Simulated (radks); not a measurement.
Values are calculated unless marked as measured or tabulated.
All-electron atom: the chlorine ion Cl13+ in [He] 2s2. Level of theory: scalar-relativistic Kohn-Sham, LB94 model potential, spin-polarised, spherical densities, finite nucleus; Fermi nuclear charge, rms radius 3.3654 fm (a radial shooting solver on a logarithmic mesh with Libxc functionals).

Local quantities along the radius. ELF = 1/(1 + alpha^2) is the electron localisation function; alpha = (tau - tau_W)/tau_unif compares the Pauli kinetic energy density with that of the uniform gas (summed over spins). tau is taken from the large components.

| r (bohr) | ELF | alpha |
|---|---|---|
| 0.003946 | 1.000 | 8.758e-06 |
| 0.004781 | 1.000 | 0.00001230 |
| 0.005839 | 1.000 | 0.00001786 |
| 0.007075 | 1.000 | 0.00002606 |
| 0.008573 | 1.000 | 0.00003875 |
| 0.01039 | 1.000 | 0.00005881 |
| 0.01259 | 1.000 | 0.00009125 |
| 0.01525 | 1.000 | 0.0001451 |
| 0.01863 | 1.000 | 0.0002422 |
| 0.02257 | 1.000 | 0.0004094 |
| 0.02735 | 1.000 | 0.0007186 |
| 0.03314 | 1.000 | 0.001319 |
| 0.04015 | 1.000 | 0.002557 |
| 0.04865 | 1.000 | 0.005292 |
| 0.05895 | 1.000 | 0.01187 |
| 0.072 | 0.999 | 0.03058 |
| 0.08724 | 0.993 | 0.08572 |
| 0.1057 | 0.930 | 0.2749 |
| 0.1281 | 0.511 | 0.9788 |
| 0.1552 | 0.092 | 3.145 |
| 0.188 | 0.038 | 5.053 |
| 0.2297 | 0.147 | 2.405 |
| 0.2783 | 0.748 | 0.5800 |
| 0.3372 | 0.986 | 0.1190 |
| 0.4086 | 0.999 | 0.02423 |
| 0.495 | 1.000 | 0.004879 |
| 0.5998 | 1.000 | 0.0009338 |
| 0.7326 | 1.000 | 0.0001505 |
| 0.8877 | 1.000 | 0.00002249 |
| 1.076 | 1.000 | 2.760e-06 |
| 1.303 | 1.000 | 2.622e-07 |

On this mesh the ELF has minima near r = 0.19 bohr, which separate the shells.
